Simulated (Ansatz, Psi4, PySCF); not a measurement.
BiF$_{3}$ (SMILES [F][Bi]([F])[F]), singlet, at a GFN2-xTB geometry (such geometries of metal compounds can be far from the true shape) (core potentials on Bi). Base run: PySCF with PBE/def2-SVP.

PySCF was given this input:
```python
from pyscf import gto, scf, dft

mol = gto.M(
    atom='''
Bi    0.002834   -0.004030    0.273107
F    -1.352636   -1.009807   -0.840693
F    -0.221867    1.687162   -0.812624
F     1.548371   -0.640186   -0.865338
''',
    basis='def2-svp',
    ecp={'Bi': 'def2-svp'},
    charge=0,
    spin=0,
    verbose=3,
)

mf = dft.RKS(mol)
mf.xc = 'pbe'
mf.kernel()
```

The same geometry, method and basis name were run in Ansatz (an electronic-structure program) and Psi4 and PySCF, at each program's defaults and at the settings that a row names. The base is PySCF at its defaults. Differences at the defaults can come from grids, fitting, cores and function types together.

```csv
code and settings,ΔE vs base (µEh),basis functions,E (Eh),SCF cycles,dipole (D)
"PySCF, defaults (exact integrals, its default grid, spherical functions)",0.0,68,-513.73852,11,5.03
"Psi4, defaults (density fitting with its default set, its default grid, spherical functions)",[?],68,[?],10,5.03
"Ansatz, defaults (factorised integrals, its default grid, spherical functions)",-1.3,68,-513.73852,-,-
"PySCF, density fitting with def2-universal-jkfit",-59.9,68,-513.73858,11,5.03
"PySCF, fine grid",-7.4,68,-513.73853,10,5.03
"Psi4, exact integrals, spherical functions, fine grid",-13.2,68,-513.73854,12,5.03
"Ansatz, high accuracy",6.2,68,-513.73852,-,-
```

Task: Complete the blanks.

Result: 
- Psi4, defaults (density fitting with its default set, its default grid, spherical functions), ΔE vs base (µEh): -149
- Psi4, defaults (density fitting with its default set, its default grid, spherical functions), E (Eh): -513.73867
